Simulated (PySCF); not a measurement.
Molecule: SMILES CCOc1ccoc1[S-], [C6H7O2S]-.

Bonds (- single, = double, # triple, : aromatic): C1-C2, C2-O3, O3-C4, C4:C5, C5:C6, C6:O7, O7:C8, C8-S9, C8:C4. C1 carries H10, H11, H12; C2 carries H13, H14; C5 carries H15; C6 carries H16. Formal charges: S9 -1.

Total charge -1.

Frames of a GFN2-xTB Langevin trajectory at 300 K; GIAO PBE0/pcSseg-1 shieldings in PySCF 2.14, gas phase, non-relativistic; equivalent atoms averaged within each frame.

References, each an isolated molecule treated in the same way: TMS for 13C (186.93 ppm), 1H (31.72 ppm); 17O (336.08 ppm) against H2O; CS2 for 33S (503.73 ppm). The references are static minima.

Q: How do the shifts (ppm) fluctuate along the trajectory?

A: 
```tsv
time (fs)	C8	C4	C6	C5	C2	C1	O7	O3	S9	H16
optimised geometry	165.6	143.6	126.8	110.5	67.5	18.5	313.2	67.0	-88	6.41
250	173.8	153.9	123.0	115.1	70.4	25.2	298.1	69.4	-60	6.47
425	164.2	140.5	133.3	117.5	68.2	15.6	325.3	68.2	-111	7.25
625	169.5	142.2	126.7	121.5	64.7	16.9	325.5	42.2	-95	6.24
800	175.9	141.9	130.4	106.6	62.1	14.6	315.0	64.4	-28	6.50
1000	160.5	143.3	131.3	114.8	66.8	19.9	318.0	90.6	-84	5.94
mean of frames	168.8	144.4	128.9	115.1	66.4	18.4	316.4	66.9	-76	6.48
standard deviation	6.5	5.4	4.1	5.4	3.2	4.3	11.2	17.2	32	0.49
```

5 frames give an uncertainty of the mean of about the standard deviation over 2.2 at best, since frames this close in time may not be independent; classical motion lacks zero-point vibration, and the reference would need the same averaging.
